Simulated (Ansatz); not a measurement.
Job for Ansatz (an electronic-structure program): R-PBE/def2-TZVPP on BrH3PbSi (SMILES [SiH3][Pb][Br]), a point of a torsion scan. Elements past Kr take the def2 small-core potentials; no spin–orbit coupling.

Ansatz 0.2 input:
```yaml
crystal:
  periodic: [false, false, false]
  atoms:
    - {symbol: Si, position_ang: [-0.77140124, 0.01467180, 0.02792442]}
    - {symbol: Pb, position_ang: [1.55942453, 1.37129033, -0.17716061]}
    - {symbol: Br, position_ang: [2.59969274, 0.42092771, 2.00086054]}
    - {symbol: H, position_ang: [-1.12736932, -0.48958544, 1.34889435]}
    - {symbol: H, position_ang: [-1.91773004, 0.83091850, -0.39169562]}
    - {symbol: H, position_ang: [-0.82520296, -1.15268471, -0.85815862]}
basis:
  gaussian:
    orbitals: def2-TZVPP
hamiltonian:
  xc: {name: PBE}
scf: {lower_state_search: off}
```

The log:

```
WARN ansatz: RAYON_NUM_THREADS=1 ignored (pool sized by the plan → 1); use --threads N
Functional definition: PBE
these checks for a lower state are left out or cut short: stability, starts, cluster_reference, orbital_swaps, neighbouring_geometries, increment
integrals: 0.11 GiB planned
1223 factors; their error is unknown
mean field: 0.68 GiB planned
mean field evaluation 1: about -83206.2896 eV, gradient 2.5e1 eV
mean field evaluation 2: about -83197.2377 eV, gradient 5.6e1 eV
mean field evaluation 4: about -83208.8569 eV, gradient 6.4e0 eV
mean field evaluation 8: about -83208.9734 eV, gradient 1.4e-1 eV
mean field evaluation 16: about -83208.9343 eV, gradient 3.7e-5 eV
mean field -83208.93430673 eV, -3057.8719347311 hartree, gradient 8.0e-6 eV, S^2 0.000000; 0 other end points of the search recorded, 0 dependent functions left out
reference -83208.93435059 eV, -3057.8719363427 hartree; 37, 37 occupied and 145, 145 virtual orbitals, 1223 factors
Total energy: -83208.93435059 eV, -3057.8719363427 hartree
Checks for a lower state left out: stability, starts, cluster_reference, orbital_swaps, neighbouring_geometries, increment
```

Self-consistency was reached.

Cost: around 4 core-seconds (rough).
